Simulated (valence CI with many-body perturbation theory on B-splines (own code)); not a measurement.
## Level structure of La XXVI

Method: valence CI with perturbative core correlation (CI+MBPT): four valence electrons over a frozen Dirac-Fock core [Ar] 3d10, radial functions for each j: 9 s, 9 p, 8 d, 6 f, 3 g, 1 h, with the one-electron correlation potential Σ1 (screened to all orders), the two-electron term Σ2, the three-electron term Σ3, Breit, model QED; selected single and double excitations, second order for the rest, scaled by the run's own slope (own B-spline code, finite nucleus).

No measured levels were compared; by estimate levels hold to about 250 cm⁻¹ or 0.2 % of their energy and the worst to 1 %, as in measured heavy ions of charge 2 to 7; those with d or f electrons hold less well.

Levels 1 to 32 of 32, with energies above the lowest level, (4s^2 4p1/2^2) J=0. "Leading %" is the weight of the configuration and term that name the level; weights of strongly mixed levels are sums over their largest components and can fall short, so below about 35 % the name and the second component can differ from the true leading terms, or belong to a minority configuration. In the jj column 3d3/2^4 stands for four electrons in 3d with j = 3/2. Lifetimes count E1, E2, E3, M1 and M2 decay at the calculated energies, and are blank where another channel may lead or the interval is too uncertain; long ones can be off by a factor of two.

| No. | Configuration | Term | J | E (cm⁻¹) | Leading % | Lifetime | g | Leading jj |
| --- | --- | --- | --- | --- | --- | --- | --- | --- |
| 1 | 4s2 4p2 | 3P | 0 | 0 | 75 |  |  | 4s^2 4p1/2^2 (98 %) |
| 2 | 4s2 4p2 | 3P | 1 | 160320 | 99 | 17.8 μs | 1.499 | 4s^2 4p1/2 4p3/2 (99 %) |
| 3 | 4s2 4p2 | 1D | 2 | 182490 | 57 | 1.82 ms | 1.211 | 4s^2 4p1/2 4p3/2 (98 %) |
| 4 | 4s2 4p2 | 3P | 2 | 359670 | 57 | 8.51 μs | 1.286 | 4s^2 4p3/2^2 (97 %) |
| 5 | 4s2 4p2 | 1S | 0 | 411040 | 74 | 4.84 μs |  | 4s^2 4p3/2^2 (97 %) |
| 6 | 4s 4p3 | 5S° | 2 | 606780 | 54 | 188 ps | 1.723 | 4s 4p1/2^2 4p3/2 (86 %) |
| 7 | 4s 4p3 | 3D° | 1 | 685760 | 51 | 19.5 ps | 0.918 | 4s 4p1/2^2 4p3/2 (83 %) |
| 8 | 4s 4p3 | 3D° | 2 | 760330 | 53 | 89.8 ps | 1.460 | 4s 4p1/2 4p3/2^2 (87 %) |
| 9 | 4s 4p3 | 3D° | 3 | 800920 | 93 | 91.7 ps | 1.330 | 4s 4p1/2 4p3/2^2 (93 %) |
| 10 | 4s 4p3 | 3P° | 0 | 846550 | 95 | 24.3 ps |  | 4s 4p1/2 4p3/2^2 (95 %) |
| 11 | 4s 4p3 | 1D° | 2 | 864900 | 46 | 21.7 ps | 1.092 | 4s 4p1/2 4p3/2^2 (66 %) |
| 12 | 4s 4p3 | 3P° | 1 | 865850 | 52 | 13.9 ps | 1.275 | 4s 4p1/2 4p3/2^2 (85 %) |
| 13 | 4s 4p3 | 3S° | 1 | 910940 | 43 | 4.87 ps | 1.481 | 4s 4p1/2 4p3/2^2 (84 %) |
| 14 | 4s2 4p 4d | 3F° | 2 | 948930 | 72 | 20.8 ps | 0.811 | 4s^2 4p1/2 4d3/2 (75 %) |
| 15 | 4s 4p3 | 3P° | 2 | 1011700 | 41 | 17.6 ps | 1.279 | 4s 4p3/2^3 (67 %) |
| 16 | 4s2 4p 4d | 3F° | 3 | 1013800 | 77 | 15.1 ps | 1.105 | 4s^2 4p1/2 4d5/2 (84 %) |
| 17 | 4s2 4p 4d | 3D° | 1 | 1031900 | 47 | 2.44 ps | 0.839 | 4s^2 4p1/2 4d3/2 (90 %) |
| 18 | 4s2 4p 4d | 3P° | 2 | 1036600 | 51 | 4.46 ps | 1.296 | 4s^2 4p1/2 4d5/2 (77 %) |
| 19 | 4s 4p3 | 1P° | 1 | 1098700 | 42 | 4.37 ps | 1.279 | 4s 4p3/2^3 (72 %) |
| 20 | 4s2 4p 4d | 3F° | 4 | 1155500 | 98 | 19.2 μs | 1.249 | 4s^2 4p3/2 4d5/2 (98 %) |
| 21 | 4s2 4p 4d | 3D° | 2 | 1170600 | 40 | 2.90 ps | 1.028 | 4s^2 4p3/2 4d3/2 (77 %) |
| 22 | 4s2 4p 4d | 3P° | 0 | 1182400 | 95 | 3.39 ps |  | 4s^2 4p3/2 4d3/2 (95 %) |
| 23 | 4s2 4p 4d | 3D° | 3 | 1188700 | 55 | 2.79 ps | 1.211 | 4s^2 4p3/2 4d3/2 (65 %) |
| 24 | 4s2 4p 4d | 3P° | 1 | 1197500 | 64 | 3.06 ps | 1.232 | 4s^2 4p3/2 4d3/2 (75 %) |
| 25 | 4s2 4p 4d | 3P° | 2 | 1221100 | 44 | 3.72 ps | 1.299 | 4s^2 4p3/2 4d5/2 (73 %) |
| 26 | 4s2 4p 4d | 1F° | 3 | 1267500 | 69 | 2.65 ps | 1.097 | 4s^2 4p3/2 4d5/2 (74 %) |
| 27 | 4s2 4p 4d | 1P° | 1 | 1288700 | 73 | 3.55 ps | 0.965 | 4s^2 4p3/2 4d5/2 (82 %) |
| 28 | 4p4 | 3P | 2 | 1327000 | 54 | 16.1 ps | 1.342 | 4p1/2^2 4p3/2^2 (76 %) |
| 29 | 4s 4p2 4d | 5F | 1 | 1375900 | 64 | 82.9 ps | 0.304 | 4s 4p1/2^2 4d3/2 (84 %) |
| 30 | 4p4 | 1S | 0 | 1390200 | 45 | 9.91 ps |  | 4p1/2^2 4p3/2^2 (84 %) |
| 31 | 4s 4p2 4d | 5F | 2 | 1395500 | 47 | 29.4 ps | 1.170 | 4s 4p1/2^2 4d3/2 (57 %) |
| 32 | 4s 4p2 4d | 5F | 3 | 1435900 | 33 | 20.8 ps | 1.374 | 4s 4p1/2^2 4d5/2 (75 %) |

The ionisation energy to 4s2 4p 2P°_1/2 of the next ion comes out as 866.99 eV (NIST: 865 ± 4 eV (theoretical)). All 32 levels together are meant to be complete up to 1451400 cm⁻¹.
